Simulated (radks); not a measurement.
Values are calculated unless marked as measured or tabulated.
Problem. Successive ionisation energies (eV) of one element, from differences of total energies of ions in their ground configurations, starting at charge 44: 3594.5, 3711.3, 3828.9, 3947.3, 4368.8, 4472.8, 4575.3, 4711.2, 4818.0, 4923.1, 5313.0, 5427.9, 12342.1, 12629.3, 12911.9, 13294.9, 13591.6, 13883.4, 14970.3, 15259.5, 61922, 63152. Level of theory: scalar-relativistic Kohn-Sham, PBE, spin-polarised, spherical densities, finite nucleus; open shells are filled with parallel spins first (spin-orbit coupling, left out, can overturn this in heavy ions); Fermi nuclear charge, rms radius 5.2218 fm (a radial shooting solver on a logarithmic mesh with Libxc functionals). Which element is it?

Solution. Dysprosium (Z = 66). The first species listed is Dy44+ in [Ar] 3d4, the last Dy65+ in 1s1.
